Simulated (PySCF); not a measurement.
Compound: C3H3Cl3Si.
Numbering: `[CH2:1]=[C:2]=[CH:3][Si:4]([Cl:5])([Cl:6])[Cl:7]` (hydrogens: H8, H9 on C1; H10 on C3)

Method: PySCF 2.14.0, PBE0-D3(BJ)/def2-SVP geometry optimisation, gas phase.

List the bond lengths, angles and torsions at this level.

```json
{"bond": "C1=C2", "length (bohr)": "2.465"}
{"bond": "C2=C3", "length (bohr)": "2.477"}
{"bond": "C3–Si4", "length (bohr)": "3.480"}
{"bond": "Si4–Cl5, Si4–Cl6, Si4–Cl7", "length (bohr)": "3.874"}
{"bond": "C1–H8, C1–H9", "length (bohr)": "2.067"}
{"bond": "C3–H10", "length (bohr)": "2.076"}
```

Bonds in one row agree within 0.02 bohr and their mean is given. A selection of angles:
```json
{"angle": "C2–C1–H8", "degrees": "120.9"}
{"angle": "H8–C1–H9", "degrees": "118.2"}
{"angle": "C1–C2–C3", "degrees": "178.3"}
{"angle": "C2–C3–Si4", "degrees": "121.8"}
{"angle": "C2–C3–H10", "degrees": "120.1"}
{"angle": "Si4–C3–H10", "degrees": "118.1"}
{"angle": "C3–Si4–Cl5", "degrees": "110.4"}
{"angle": "C3–Si4–Cl6", "degrees": "111.2"}
{"angle": "Cl5–Si4–Cl6", "degrees": "108.7"}
{"angle": "Cl5–Si4–Cl7", "degrees": "107.6"}
```

Torsions: C2–C3–Si4–Cl5 -112° (anticlinal). The mirror-image conformer, all signs reversed, is as good.

Si4 (chlorine-bound silicon) is tetrahedral (angles from 107.6° to 111.2°).

Point group: near Cs, missed by 0.34 Å at most; the miss may be what the optimiser left on a soft mode. Whether it is a minimum is left open (no frequencies).
